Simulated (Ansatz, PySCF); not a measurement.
Dimer: HCl (SMILES Cl) (first 2 atoms) with SiH4 (SMILES [SiH4]); geometry from B3LYP-D3(BJ)/def2-TZVP, rigid monomers moved along the line of their centres of mass till Cl1···Si3 is 4.33 Å.
(charge 0, multiplicity 1):
```xyz
7

Cl    -0.0685    -0.3380    -0.3248
H     -0.6754    -1.3223     0.2291
Si     0.0352     0.2352     3.9697
H      0.8511     1.3447     3.4328
H     -1.3458     0.3262     3.4447
H      0.0000     0.3128     5.4485
H      0.6248    -1.0617     3.5663
```

Quantity: the interaction energy.

Monomers are frozen at their geometry in the pair; levels with a basis set take the counterpoise correction.

Frozen-core correlation. CBS(a, b) extrapolates the correlation energy as X⁻³ and adds the Hartree–Fock energy of set b.

The values were computed with Ansatz (a first-principles code); PySCF for the dispersion terms. 

Costs are ratios of core time to PBE/def2-TZVPPD (roughly 2.7 s), for whole runs (searches for the state included, and forces where a run took them) on one shared machine, so rough; each difference counts from -0.65 kcal/mol (CCSD(T)/CBS(aug-cc-pV(D+d)Z, aug-cc-pV(T+d)Z), a level with limits of its own).

A star marks coupled-cluster runs past 200 virtual orbitals, where the program's memory plan changes under this machine's limit, so their costs aren't comparable with smaller runs.

```json
[
 {"level": "PBE/def2-TZVPPD", "basis functions": "184", "cost": "×1", "difference (kcal/mol)": "0.30"},
 {"level": "PBE-D3(BJ)/def2-TZVPPD", "basis functions": "184", "cost": "×1", "difference (kcal/mol)": "-0.20"},
 {"level": "PBE0/def2-TZVPPD", "basis functions": "184", "cost": "×1", "difference (kcal/mol)": "0.36"},
 {"level": "PBE0-D3(BJ)/def2-TZVPPD", "basis functions": "184", "cost": "×1", "difference (kcal/mol)": "-0.16"},
 {"level": "B3LYP/def2-TZVPPD", "basis functions": "184", "cost": "×1", "difference (kcal/mol)": "0.74"},
 {"level": "B3LYP-D3(BJ)/def2-TZVPPD", "basis functions": "184", "cost": "×1", "difference (kcal/mol)": "-0.05"},
 {"level": "r2SCAN/def2-TZVPPD", "basis functions": "184", "cost": "×2", "difference (kcal/mol)": "0.20"},
 {"level": "r2SCAN-D3(BJ)/def2-TZVPPD", "basis functions": "184", "cost": "×2", "difference (kcal/mol)": "-0.05"},
 {"level": "CCSD(T)/aug-cc-pV(D+d)Z", "basis functions": "109", "cost": "×3", "difference (kcal/mol)": "0.10"},
 {"level": "wB97X-V/def2-TZVPPD", "basis functions": "184", "cost": "×4", "difference (kcal/mol)": "-0.02"},
 {"level": "wB97M-V/def2-TZVPPD", "basis functions": "184", "cost": "×4", "difference (kcal/mol)": "0.03"},
 {"level": "CCSD(T)/aug-cc-pV(T+d)Z", "basis functions": "225", "cost": "×200*", "difference (kcal/mol)": "0.03"}
]
```

With a budget of 30 times the cost of PBE/def2-TZVPPD, the closest level: wB97X-V/def2-TZVPPD, at -0.02 kcal/mol; next is wB97M-V/def2-TZVPPD at 0.03 kcal/mol.

With a budget of 10 times the cost of PBE/def2-TZVPPD, the closest level: wB97X-V/def2-TZVPPD, at -0.02 kcal/mol; next is wB97M-V/def2-TZVPPD at 0.03 kcal/mol.
